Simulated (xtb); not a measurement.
xtb input:

```bash
xtb mol.xyz --gfn 2 --sp --chrg 0 --uhf 0
```
mol.xyz:
```
7

Si     0.48751529     0.05098002    -0.11322186
Br     0.12834086    -0.53382407     2.00937734
Br    -0.37425376    -1.54190062    -1.38911514
Br    -0.52366445     1.99483247    -0.43998095
N      2.11167573     0.23404636    -0.53970510
H      2.69839873    -0.57155456    -0.69108384
H      2.62986436     1.05073732    -0.25571802
```

Problem. Which total energy does the run end on?

Solution. -18.05980 Eh (GFN2-xTB).
